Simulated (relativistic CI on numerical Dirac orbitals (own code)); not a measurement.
# Electric-dipole lines of Ru³³⁺

Computed by Dirac-Coulomb-Breit CI, KLI orbitals optimised for each configuration, model QED (radiative potential, 1s self-energy scaled to tabulated hydrogen-like ionisation energies), unscaled Slater integrals (own radial code, finite nucleus).

CI space (outside the closed core [Ne]): 3s, 3p, 3d, 4s, 4p, 4d, 4f, 5s, 5p, 5d, 5f, 5g, 6s, 6p, 6d. Levels of other configurations are missing.

| λ vac (nm) | Lower | Upper | A (s⁻¹) | E lower (10³ cm⁻¹) | E upper (10³ cm⁻¹) |
| --- | --- | --- | --- | --- | --- |
| 1.0559 | 3d 2D_3/2 [4] | 5f 2F°_5/2 [18] | 6.74e+12 | 1663.3 | 11133.9 |
| 1.0616 | 3d 2D_5/2 [5] | 5f 2F°_7/2 [19] | 7.12e+12 | 1719.5 | 11139.1 |
| 1.2829 | 3s 2S_1/2 [1] | 4p 2P°_3/2 [8] | 3.70e+12 | 0.0 | 7794.6 |
| 1.3358 | 3p 2P°_1/2 [2] | 4d 2D_3/2 [9] | 7.64e+12 | 605.6 | 8091.6 |
| 1.3808 | 3p 2P°_3/2 [3] | 4d 2D_5/2 [10] | 9.36e+12 | 873.8 | 8116.2 |
| 1.5138 | 3d 2D_3/2 [4] | 4f 2F°_5/2 [11] | 1.85e+13 | 1663.3 | 8269.3 |
| 1.5244 | 3d 2D_5/2 [5] | 4f 2F°_7/2 [12] | 1.97e+13 | 1719.5 | 8279.4 |
| 2.9771 | 4p 2P°_1/2 [7] | 5d 2D_3/2 [16] | 1.40e+12 | 7686.3 | 11045.3 |
| 3.0642 | 4p 2P°_3/2 [8] | 5d 2D_5/2 [17] | 1.77e+12 | 7794.6 | 11058.0 |
| 3.2870 | 4d 2D_3/2 [9] | 5f 2F°_5/2 [18] | 3.20e+12 | 8091.6 | 11133.9 |
| 3.3081 | 4d 2D_5/2 [10] | 5f 2F°_7/2 [19] | 3.43e+12 | 8116.2 | 11139.1 |
| 3.4731 | 4f 2F°_5/2 [11] | 5g 2G_7/2 [20] | 5.53e+12 | 8269.3 | 11148.5 |
| 3.4816 | 4f 2F°_7/2 [12] | 5g 2G_9/2 [21] | 5.72e+12 | 8279.4 | 11151.6 |
| 5.7206 | 5p 2P°_3/2 [15] | 6d 2D_5/2 [26] | 4.99e+11 | 10900.4 | 12648.4 |
| 11.444 | 3s 2S_1/2 [1] | 3p 2P°_3/2 [3] | 5.18e+10 | 0.0 | 873.8 |
| 11.825 | 3p 2P°_3/2 [3] | 3d 2D_5/2 [5] | 4.09e+10 | 873.8 | 1719.5 |
| 27.995 | 4s 2S_1/2 [6] | 4p 2P°_3/2 [8] | 1.24e+10 | 7437.4 | 7794.6 |
| 31.091 | 4p 2P°_3/2 [8] | 4d 2D_5/2 [10] | 9.68e+09 | 7794.6 | 8116.2 |
| 63.431 | 5p 2P°_3/2 [15] | 5d 2D_5/2 [17] | 3.14e+09 | 10900.4 | 11058.0 |
| 112.27 | 6p 2P°_3/2 [24] | 6d 2D_5/2 [26] | 1.25e+09 | 12559.4 | 12648.4 |

Terms are leading LS components. Brackets give the number of a level in order of energy, since labels repeat. The list gives strong lines, with weight on those to low levels, without lines whose two gauges differ by over a factor of 2.5. Levels whose partners in the same complex of configurations lie outside the list can be far off, and so can their lines. Rates are taken at the computed energies, electric ones in the length gauge.

At this charge energies of transitions that change n are usually good to better than 1 %, and those within a shell (Δn = 0) to a few per cent.
